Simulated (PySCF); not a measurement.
Numbering as in the mapped SMILES `[F:1][C:2]1=[C:3]([Si@@H:4]([F:5])[PH2:6])[CH2:7]1`; H(Xn) means a hydrogen on atom n. Ha(C7) is pro-R; Hb(C7) is pro-S.

Geometry: PBE0-D3(BJ)/def2-SVP; GIAO shifts from PySCF 2.14, gas phase, non-relativistic, averaged over equivalent atoms.

At PBE0/6-31G* (116 basis functions, 12 s wall time on 1 thread of an Arm Neoverse V1, shared host):
```csv
atoms,δ (ppm)
F1,-103.8
F5,-181.0
C2,152.7
C3,71.3
C7,21.9
Si4,28.1
P6,-225.9
H(Si4),6.42
Ha(C7),2.21
Hb(C7),2.10
H(P6),1.80
```

Referencing at the same level of theory: CFCl3 for $^{19}$F (σref 198.90); TMS for $^{13}$C (σref 194.14) and $^{29}$Si (σref 418.09) and $^{1}$H (σref 31.96); $^{31}$P (σref 376.23) against H3PO4.

**Question.** Predict the values at PBE0/cc-pVDZ on the same geometry.

**Answer.** 
| atoms | δ at PBE0/cc-pVDZ | change |
| --- | --- | --- |
| F1 | -101.5 | +2.3 |
| F5 | -183.1 | -2.1 |
| C2 | 158.9 | +6.2 |
| C3 | 75.8 | +4.5 |
| C7 | 23.0 | +1.1 |
| Si4 | 8.6 | -19.5 |
| P6 | -235.7 | -9.8 |
| H(Si4) | 6.15 | -0.27 |
| Ha(C7) | 2.08 | -0.13 |
| Hb(C7) | 1.95 | -0.15 |
| H(P6) | 1.49 | -0.31 |

Shifts are taken against calculated references (same method and geometry level): $^{19}$F (σ = 200.93 ppm) against CFCl3; $^{13}$C (σ = 196.75 ppm), $^{29}$Si (σ = 418.61 ppm), $^{1}$H (σ = 31.29 ppm) vs TMS; $^{31}$P (σ = 389.39 ppm) vs H3PO4.

The largest change is at Si4 (silicon bonded to C, F, P, H). Cost: 131 basis functions, 13 s wall time on 1 thread of an Arm Neoverse V1, shared host. The order of the carbon signals is the same at both levels.

Unscaled 19F shifts against computed CFCl3 carry errors that often reach 10 to 50 ppm. Experimental scales use liquid or dissolved standards, which lie at an offset from isolated H3PO4.
